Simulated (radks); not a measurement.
Question: Radial electron density D(r) = 4 pi r^2 rho(r) of an atom or ion with 26 electrons. Calculated with a radial shooting solver on a logarithmic mesh with Libxc functionals: Dirac Kohn-Sham, PBE, spin-unpolarised, spherical densities, finite nucleus; Fermi nuclear charge, rms radius of each element as measured or else 0.836 A^(1/3) + 0.57 fm.

```
   r/bohr * D(r) (the largest magnitude, 34.8, reaches the edge; | marks zero)
 0.007516 |         *
 0.008611 |           *
 0.009866 |              *
   0.0113 |                 *
  0.01295 |                    *
  0.01484 |                        *
    0.017 |                             *
  0.01947 |                                 *
  0.02231 |                                     *
  0.02556 |                                         *
  0.02929 |                                             *
  0.03355 |                                               *
  0.03844 |                                                 *
  0.04404 |                                                 *
  0.05045 |                                               *
  0.05781 |                                            *
  0.06623 |                                          *
  0.07587 |                                       *
  0.08693 |                                      *
  0.09959 |                                      *
   0.1141 |                                         *
   0.1307 |                                              *
   0.1498 |                                                  *
   0.1716 |                                                      *
   0.1966 |                                                      *
   0.2252 |                                                   *
    0.258 |                                            *
   0.2956 |                                   *
   0.3387 |                           *
    0.388 |                     *
   0.4446 |                   *
   0.5093 |                     *
   0.5835 |                        *
   0.6685 |                         *
   0.7659 |                         *
   0.8775 |                      *
    1.005 |                 *
    1.152 |            *
     1.32 |        *
    1.512 |     *
    1.732 |   *
    1.984 |  *
    2.274 | *
    2.605 | *
    2.984 |*
    3.419 |*
    3.917 |*
    4.488 *
    5.141 *
     5.89 *
    6.749 *
    7.732 *
    8.858 *
    10.15 *
```

What is the nuclear charge?

Answer: Z = 26. The innermost maximum, from 1s, lies near gamma/Z bohr with gamma = sqrt(1 - (Z/c)^2) = 0.982, here 0.0378 bohr (found: 0.0407), and its height grows with Z. The density is that of neutral iron in [Ar] 3d6 4s2; the configuration itself is not fixed sharply by these data, and Z only to about a unit. D(r) has 3 maxima, at r = 0.0407, 0.186, 0.690 bohr, and minima at 0.0890, 0.441 bohr, inside which lie 2.12, 10.65 electrons.
